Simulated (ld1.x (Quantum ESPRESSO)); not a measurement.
Te: variants of one TM potential

Base potential:

| Quantity | Value |
| --- | --- |
| Element | tellurium |
| Generator | ld1.x (Quantum ESPRESSO) 7.5 |
| Type | norm-conserving Troullier–Martins (Kleinman–Bylander form) |
| Functional | BP86 |
| Relativity | scalar-relativistic |
| Frozen core | [Kr] 4d10 |
| Valence charge | 6 |
| Reference configuration | 5s1.75 5p4.25 |
| Partial waves | 5s (bound): rc 1.75 bohr; 5p (bound): rc 2.20 bohr; 5d channel at 0.2 Ry: rc 1.80 bohr |
| Local potential | all-electron potential smoothed inside 1.50 bohr (lloc = -2) |
| Core correction | a·sin(br)/r model core inside 1.65 bohr |

All-electron outer shells of the reference configuration (BP86, scalar-relativistic, ld1.x):

| shell | level (eV) | outermost node (bohr) | outermost maximum (bohr) |
| --- | --- | --- | --- |
| 4p | -114.83 | 0.38 | 0.74 |
| 4d | -42.07 | 0.36 | 0.81 |
| 5s | -15.45 | 0.91 | 1.80 |
| 5p | -6.21 | 1.00 | 2.17 |

Cutoffs, loose and tight: the cutoffs (Ry, on a coarse ladder) from which the occupation-weighted sum of valence levels, in a spherical-Bessel basis at the reference potential, stays within 10 and 1 mRy of its value at 400 Ry. They do not see the model core or the augmentation charge, which bear on the density cutoff. Test errors are all-electron minus pseudo excitation energies from the reference, over the configurations 5s2 5p4; 5s2 5p3; 5s2 5p2; 5s1 5p4; 5s2 5p1; 5s2 5p3.5; 5s0 5p6. A dash means not determined; rows that change the core or the reference have their own tests.

A true bound ghost makes a file unfit for plane-wave use even where its test errors are small: the radial tests pick states by their node count and pass the ghost by.

```csv
change,outcome,"cutoff, loose","cutoff, tight",bound ghosts,largest test error (meV)
base,generated,25 Ry,40 Ry,d,-22
"all radii but the core radius scaled by about 0.74 (s 1.30, p 1.64, d 1.34 bohr); local potential all-electron potential smoothed inside 1.12 bohr (lloc = -2)",generated,110 Ry,200 Ry,"s, d",+129
"all radii but the core radius scaled by about 0.85 (s 1.48, p 1.86, d 1.52 bohr); local potential all-electron potential smoothed inside 1.26 bohr (lloc = -2)",generated,50 Ry,110 Ry,"d, s",-65
"all radii but the core radius scaled by about 0.89 (s 1.56, p 1.96, d 1.60 bohr); local potential all-electron potential smoothed inside 1.34 bohr (lloc = -2)",generated,35 Ry,70 Ry,"d, s",-119
"all radii but the core radius scaled by about 1.12 (s 1.96, p 2.46, d 2.02 bohr); local potential all-electron potential smoothed inside 1.68 bohr (lloc = -2)",generated,25 Ry,35 Ry,none,-52
"all radii but the core radius scaled by about 1.23 (s 2.16, p 2.72, d 2.22 bohr); local potential all-electron potential smoothed inside 1.84 bohr (lloc = -2)",generated,21 Ry,35 Ry,none,-71
"all radii but the core radius scaled by about 1.30 (s 2.28, p 2.86, d 2.34 bohr); local potential all-electron potential smoothed inside 1.96 bohr (lloc = -2)",generated,21 Ry,30 Ry,none,-88
"all radii but the core radius scaled by about 1.39 (s 2.44, p 3.06, d 2.50 bohr); local potential all-electron potential smoothed inside 2.08 bohr (lloc = -2)",generated,12 Ry,30 Ry,none,-111
```

Problem. What comes out with this change to the base: all radii but the core radius scaled by about 0.95 (s 1.66, p 2.10, d 1.72 bohr); local potential all-electron potential smoothed inside 1.44 bohr (lloc = -2)?

Solution. outcome: generated; cutoff, loose: 30 Ry; cutoff, tight: 55 Ry; bound ghosts: d, s; largest test error (meV): +26.

Problem. What comes out with this change to the base: all radii but the core radius scaled by about 1.20 (s 2.10, p 2.62, d 2.16 bohr); local potential all-electron potential smoothed inside 1.80 bohr (lloc = -2)?

Solution. outcome: generated; cutoff, loose: 25 Ry; cutoff, tight: 35 Ry; bound ghosts: none; largest test error (meV): -67.

Reading the sweep of the scale of all radii but the core radius (base = 1) (base included, trends over the rows without a ghost): The loose cutoff falls from 25 Ry at 1.12 to 12 Ry at 1.39. A larger radius leaves more room for a smooth pseudo-wave, so fewer plane waves are needed; a smaller one forces it to follow the all-electron wave where it bends sharply. The median size of the test errors (rows with all tests solved) is not monotonic: lowest 3.1 meV at 1.23, highest 4.7 meV at 1.12. Bound ghosts are found at 0.74, 0.85, 0.89, 0.95, 1.
